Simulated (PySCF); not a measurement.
PySCF input file for Si(F)(NHSiH3)3 (FH12N3Si4), SMILES [SiH3]N[Si](F)(N[SiH3])N[SiH3], B3LYP-D3(BJ)/def2-SVP. Coordinates come from a B3LYP-D3(BJ)/def2-SVP optimisation. The values are those of a single conformer.

```python
import numpy as np
from pyscf import gto, scf, dft, df
from pyscf.hessian import thermo

mol = gto.M(
    atom='''
    F     0.17621542    0.58027599   -1.78242080
    Si    0.33616399   -0.12857897   -0.32019527
    N     1.93816562    0.14874376    0.24609399
    Si    2.81923026    1.65914999    0.28079442
    N    -0.85607515    0.59519617    0.69308908
    Si   -2.39866721    1.27967025    0.22155554
    N     0.00596605   -1.81092476   -0.44873805
    Si   -1.27655062   -2.63106542    0.41908691
    H     2.44219399   -0.69235465    0.51693897
    H     3.89955950    1.72315066   -0.74811917
    H     1.83321148    2.74453307    0.02997008
    H     3.45773518    1.86026339    1.61608113
    H    -0.56134596    0.76285998    1.65240500
    H    -3.39516487    1.03031757    1.30402286
    H    -2.33310425    2.75448172   -0.00535215
    H    -2.83256984    0.61595754   -1.03556220
    H     0.49755095   -2.35611328   -1.15261915
    H    -1.18628874   -4.07374926    0.04957488
    H    -1.10847208   -2.49837534    1.89492947
    H    -2.63810980   -2.13302310    0.06901994
    ''',
    basis='def2-SVP',
    charge=0,
    spin=0,
    max_memory=1600,
    verbose=3,
)
mf = dft.RKS(mol, xc='b3lyp').density_fit(auxbasis='def2-universal-jkfit')
mf.disp = 'd3bj'
mf.grids.level = 3
mf.conv_tol = 1e-11
mf.max_cycle = 100
mf.kernel()

# [left out here: the lines that compute and print the analytic Hessian (its translational invariance restored by hand, since the grid's response is missing), thermochemistry and intensities]
```

Log of the run:

```
converged SCF energy = -1429.05363520783

WARN: DFTD3 does not support analytical Hessian, using finite difference


WARN: Mole.unit (angstrom) is changed to Bohr

Mode                                 0                   1                   2
Irrep
Freq [cm^-1]                       19.6348             33.0303             53.5017
Reduced mass [au]                   3.5946              4.0188              1.1101
Force const [Dyne/A]                0.0008              0.0026              0.0019
Char temp [K]                      28.2501             47.5232             76.9770
Normal mode                   x     y     z       x     y     z       x     y     z
       0   F                 0.06  0.03 -0.02    0.03  0.02  0.06   -0.01 -0.01 -0.01
       1  Si                -0.01  0.03 -0.02    0.00  0.01  0.06    0.01  0.00 -0.01
       2   N                -0.01 -0.01  0.03   -0.00  0.02  0.07    0.01  0.00 -0.03
       3  Si                 0.05 -0.04  0.00    0.04  0.00 -0.09    0.01  0.00  0.01
       4   N                 0.00  0.05 -0.02   -0.04 -0.02  0.03    0.01  0.00 -0.00
       5  Si                -0.06 -0.08  0.01   -0.02 -0.02 -0.01   -0.01 -0.02  0.03
       6   N                -0.05  0.04 -0.04    0.03  0.00  0.05    0.01  0.00  0.01
       7  Si                 0.01  0.03  0.04   -0.04 -0.00 -0.06   -0.02  0.02 -0.01
       8   H                -0.04 -0.02  0.03   -0.03  0.04  0.17   -0.02  0.01  0.05
       9   H                 0.01 -0.07 -0.04   -0.00 -0.11 -0.14    0.35 -0.22  0.35
      10   H                 0.08  0.00  0.06    0.06  0.01 -0.13    0.10 -0.04 -0.52
      11   H                 0.11 -0.09 -0.02    0.10  0.08 -0.13   -0.42  0.27  0.17
      12   H                 0.05  0.14 -0.05   -0.06 -0.03  0.04    0.01 -0.02 -0.00
      13   H                -0.07 -0.23 -0.03   -0.07 -0.06 -0.06   -0.01 -0.11  0.01
      14   H                -0.20 -0.06  0.09   -0.03 -0.01  0.04   -0.05 -0.01  0.11
      15   H                 0.04 -0.06 -0.04    0.03  0.01 -0.05    0.02  0.03 -0.01
      16   H                -0.11  0.06 -0.09    0.10 -0.00  0.10    0.02 -0.01  0.03
      17   H                -0.02  0.04  0.02   -0.02  0.00 -0.08   -0.03  0.02  0.00
      18   H                 0.12  0.02  0.03   -0.14 -0.04 -0.04   -0.04  0.02 -0.00
      19   H                -0.01  0.04  0.14   -0.01  0.01 -0.14   -0.00  0.04 -0.03
Mode                                 3                   4                   5
Irrep
Freq [cm^-1]                       61.9740             97.1655            104.4026
Reduced mass [au]                   2.5171              2.6080              2.4179
Force const [Dyne/A]                0.0057              0.0145              0.0155
Char temp [K]                      89.1668            139.7995            150.2121
Normal mode                   x     y     z       x     y     z       x     y     z
       0   F                -0.03  0.06  0.03   -0.08  0.03  0.02   -0.09 -0.03 -0.02
       1  Si                -0.03  0.02  0.01    0.01  0.01  0.01   -0.02  0.02 -0.01
       2   N                -0.03 -0.01  0.02    0.04  0.01 -0.06   -0.01  0.03 -0.04
       3  Si                 0.03 -0.04 -0.01    0.04  0.00  0.02    0.07 -0.02  0.03
       4   N                -0.05 -0.01  0.01    0.01 -0.03  0.02   -0.03  0.02 -0.02
       5  Si                -0.01  0.04 -0.04    0.00 -0.07 -0.03   -0.04  0.03 -0.00
       6   N                -0.02  0.02 -0.04    0.02  0.00  0.03    0.06 -0.00  0.06
       7  Si                 0.07 -0.06  0.02   -0.03  0.06 -0.00    0.03 -0.02 -0.01
       8   H                -0.07 -0.02  0.05    0.04 -0.00 -0.09   -0.03  0.00 -0.06
       9   H                 0.13 -0.18  0.08    0.04  0.06  0.02    0.05 -0.02  0.01
      10   H                 0.11 -0.02 -0.17    0.05  0.03  0.10    0.13  0.05  0.12
      11   H                -0.07  0.03  0.03    0.05 -0.09  0.03    0.11 -0.15  0.03
      12   H                -0.06  0.00  0.02   -0.04 -0.05  0.04   -0.07 -0.06  0.01
      13   H                 0.02  0.27  0.05    0.08  0.15  0.09   -0.10 -0.18 -0.11
      14   H                 0.07 -0.00 -0.27    0.02 -0.12 -0.33   -0.08  0.07  0.24
      15   H                -0.12 -0.12  0.08   -0.10 -0.30  0.12    0.07  0.21 -0.14
      16   H                -0.02  0.05 -0.06    0.03 -0.02  0.05    0.12 -0.01  0.11
      17   H                 0.13 -0.05  0.01   -0.06  0.05  0.03    0.12 -0.04  0.08
      18   H                 0.13 -0.05  0.01   -0.08  0.08  0.00   -0.11  0.07  0.00
      19   H                 0.02 -0.13  0.09   -0.01  0.08 -0.06    0.03 -0.10 -0.15
Mode                                 6                   7                   8
Irrep
Freq [cm^-1]                      110.6878            134.9785            160.1038
Reduced mass [au]                   2.4473              1.9195              1.4668
Force const [Dyne/A]                0.0177              0.0206              0.0222
[...]
      11   H                 0.26  0.09  0.58   -0.03 -0.01 -0.07    0.01  0.00  0.02
      12   H                 0.00  0.00 -0.00   -0.00  0.00  0.00   -0.00 -0.00  0.00
      13   H                 0.09  0.03 -0.10    0.58  0.15 -0.64   -0.00  0.00 -0.00
      14   H                -0.00 -0.00  0.00   -0.02 -0.31  0.06    0.00  0.08 -0.01
      15   H                -0.00 -0.00 -0.00    0.01  0.02  0.05   -0.00 -0.00 -0.01
      16   H                -0.00  0.00 -0.00    0.00  0.00 -0.00    0.00  0.00  0.00
      17   H                -0.01  0.06  0.01    0.01 -0.17 -0.04    0.05 -0.80 -0.20
      18   H                 0.01  0.01  0.12    0.02  0.02  0.18   -0.06 -0.02 -0.40
      19   H                 0.18 -0.07  0.05   -0.12  0.05 -0.03    0.28 -0.09  0.09
Mode                                48                  49                  50
Irrep
Freq [cm^-1]                     2224.7714           2248.7123           2255.3632
Reduced mass [au]                   1.0211              1.0405              1.0411
Force const [Dyne/A]                2.9777              3.1001              3.1202
Char temp [K]                    3200.9507           3235.3963           3244.9655
Normal mode                   x     y     z       x     y     z       x     y     z
       0   F                 0.00  0.00 -0.00   -0.00  0.00 -0.00    0.00 -0.00  0.00
       1  Si                -0.00 -0.00 -0.00    0.00 -0.00  0.00    0.00 -0.00 -0.00
       2   N                 0.00  0.00  0.00   -0.00 -0.00 -0.00   -0.00  0.00  0.00
       3  Si                -0.00 -0.00 -0.00    0.02 -0.02  0.01    0.00 -0.00 -0.00
       4   N                -0.00  0.00  0.00   -0.00  0.00 -0.00   -0.00  0.00  0.00
       5  Si                 0.01 -0.00 -0.01    0.00 -0.00  0.00   -0.01 -0.01 -0.03
       6   N                 0.00  0.00 -0.00   -0.00 -0.00 -0.00    0.00  0.00  0.00
       7  Si                 0.01  0.01 -0.01    0.00 -0.00 -0.00   -0.00  0.00 -0.00
       8   H                -0.00 -0.00 -0.00   -0.00 -0.00 -0.00   -0.00 -0.00 -0.00
       9   H                 0.05  0.00 -0.05    0.01 -0.01  0.00   -0.01 -0.00  0.01
      10   H                 0.01 -0.01  0.00   -0.65  0.71 -0.17   -0.02  0.02 -0.00
      11   H                 0.04  0.01  0.08    0.00 -0.01 -0.02   -0.00 -0.00 -0.00
      12   H                 0.00  0.00  0.00    0.00 -0.00  0.00   -0.00 -0.00 -0.00
      13   H                -0.17 -0.04  0.18    0.00  0.00 -0.00   -0.03 -0.02  0.03
      14   H                 0.00  0.06 -0.01    0.00  0.02 -0.00   -0.00 -0.02 -0.01
      15   H                 0.01  0.01  0.01   -0.01 -0.01 -0.02    0.28  0.44  0.82
      16   H                 0.00  0.00 -0.00    0.00  0.00  0.00   -0.00  0.00 -0.00
      17   H                 0.03 -0.47 -0.12   -0.00 -0.00 -0.00    0.00  0.00  0.00
      18   H                 0.07  0.05  0.57    0.00  0.00  0.01    0.00  0.00  0.03
      19   H                -0.52  0.19 -0.14   -0.02  0.01 -0.00    0.06 -0.02  0.02
Mode                                51                  52                  53
Irrep
Freq [cm^-1]                     3586.8306           3588.0298           3591.1484
Reduced mass [au]                   1.0749              1.0750              1.0753
Force const [Dyne/A]                8.1480              8.1538              8.1701
Char temp [K]                    5160.6507           5162.3761           5166.8630
Normal mode                   x     y     z       x     y     z       x     y     z
       0   F                 0.00 -0.00 -0.00    0.00  0.00  0.00    0.00  0.00 -0.00
       1  Si                 0.00 -0.00  0.00    0.00  0.00  0.00    0.00  0.00 -0.00
       2   N                -0.01  0.01 -0.00   -0.03  0.06 -0.02    0.00 -0.01  0.00
       3  Si                -0.00 -0.00 -0.00   -0.00 -0.00 -0.00    0.00 -0.00  0.00
       4   N                 0.02  0.01  0.06   -0.00 -0.00 -0.01   -0.00 -0.00 -0.00
       5  Si                -0.00  0.00  0.00    0.00 -0.00 -0.00   -0.00 -0.00 -0.00
       6   N                 0.00 -0.00 -0.00    0.00 -0.00 -0.00    0.03 -0.04 -0.05
       7  Si                -0.00  0.00 -0.00   -0.00 -0.00  0.00   -0.00 -0.00  0.00
       8   H                 0.09 -0.15  0.05    0.47 -0.77  0.25   -0.05  0.09 -0.03
       9   H                 0.00  0.00  0.00   -0.00 -0.00 -0.00    0.00  0.00 -0.00
      10   H                 0.00 -0.00  0.00    0.00 -0.00  0.00   -0.00  0.00 -0.00
      11   H                 0.00  0.00  0.00   -0.00 -0.00 -0.00    0.00  0.00  0.00
      12   H                -0.27 -0.15 -0.89    0.05  0.03  0.18    0.00  0.00  0.01
      13   H                -0.00  0.00 -0.00    0.00 -0.00 -0.00   -0.00  0.00  0.00
      14   H                -0.00  0.00  0.00    0.00 -0.00 -0.00    0.00  0.00  0.00
      15   H                -0.00 -0.00 -0.00    0.00  0.00  0.00   -0.00  0.00  0.00
      16   H                -0.02  0.02  0.02   -0.05  0.05  0.07   -0.46  0.52  0.66
      17   H                 0.00 -0.00  0.00   -0.00  0.00  0.00   -0.00  0.00  0.00
      18   H                 0.00 -0.00  0.00   -0.00  0.00 -0.00   -0.00 -0.00  0.00
      19   H                -0.00 -0.00  0.00   -0.00  0.00 -0.00   -0.00 -0.00  0.00
temperature 298.1500 [K]
pressure 101325.00 [Pa]
Rotational constants [GHz] 1.17944 0.66044 0.50362
Symmetry number 1
Zero-point energy (ZPE) 0.12907 [Eh]   338873.612 [J/mol]
                           tot       elec      trans        rot        vib
Entropy [J/mol/K]       519.827      0.000    173.883    130.052    215.892
Cv [J/mol/K]            208.481      0.000     12.472     12.472    183.538
Cp [J/mol/K]            216.796      0.000     20.786     12.472    183.538
Internal energy [J/mol]                      3718.434   3718.434 369290.782
Internal energy [Eh]   -1428.91015  -1429.05364
Enthalpy [J/mol]                             6197.391   3718.434 369290.782
Enthalpy [Eh]          -1428.90920
Gibbs free energy [J/mol]                  -45645.869 -35056.654 304922.731
Gibbs free energy [Eh] -1428.96823
mode   freq/cm-1   IR/(km/mol)
   1       19.63         1.083
   2       33.03         0.705
   3       53.50         0.195
   4       61.97         0.020
   5       97.17         1.302
   6      104.40         0.164
   7      110.69         1.169
   8      134.98         0.249
   9      160.10         0.918
  10      215.07        15.948
  11      237.87         2.589
  12      294.24         8.498
  13      335.42        38.508
  14      366.88         3.951
  15      384.64        79.543
  16      425.65        16.650
  17      434.01        99.361
  18      573.59         8.368
  19      646.77         9.879
  20      669.86         3.053
  21      713.72        55.200
  22      719.32        48.936
  23      723.21        25.251
  24      766.09        51.703
  25      777.60        13.852
  26      828.56       157.644
  27      882.11       132.945
  28      917.58       476.426
  29      925.71       492.565
  30      936.33       200.376
  31      939.64       109.553
  32      948.40        67.899
  33      952.46        85.051
  34      967.14       119.896
  35      969.08        18.538
  36      974.76       113.395
  37     1001.91       232.613
  38     1007.44        84.591
  39     1013.20        50.777
  40     1178.17       265.518
  41     1188.09        95.800
  42     1192.19       367.158
  43     2203.87       139.316
  44     2205.57       174.974
  45     2213.66        79.217
  46     2213.99       220.453
  47     2219.37        79.455
  48     2221.73       141.046
  49     2224.77        99.546
  50     2248.71        86.055
  51     2255.36        87.952
  52     3586.83        30.836
  53     3588.03        38.113
  54     3591.15        43.165
max |gradient| / (hartree/bohr): 0.00012322830675869632
APT charges: [-0.6663  2.2008 -1.2276  1.3519 -1.174   1.3243 -1.1818  1.3598  0.1851
 -0.3022 -0.2501 -0.2988  0.1865 -0.2828 -0.2938 -0.2476  0.1699 -0.2798
 -0.2852 -0.2882]
```

Self-consistency was reached.

Cost: roughly 28 core-minutes.
